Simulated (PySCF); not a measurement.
BiH5Si, SMILES [SiH3][BiH2].

Coordinates come from a B3LYP-D3(BJ)/def2-TZVP optimisation. The def2 effective core potentials stand for the cores of Bi; spin–orbit coupling is left out.

The numbers are results of B3LYP/def2-TZVPD (PySCF), not measurements.

The molecule is in vacuum.

- total energy: -507.22599 hartree
- point group: Cs
- highest occupied level: -7.08 eV
- lowest empty level: -0.90 eV
- orbital gap: 6.18 eV
- dipole moment: 1.00 D
- quadrupole, principal values (traceless, Buckingham form, about the centre of nuclear charge): -0.73, -0.21, 0.94 D·Å
- mean static polarisability: 86.0 bohr³ (12.75 Å³)
- polarisability, principal values: 73.7, 74.4, 110.1 bohr³
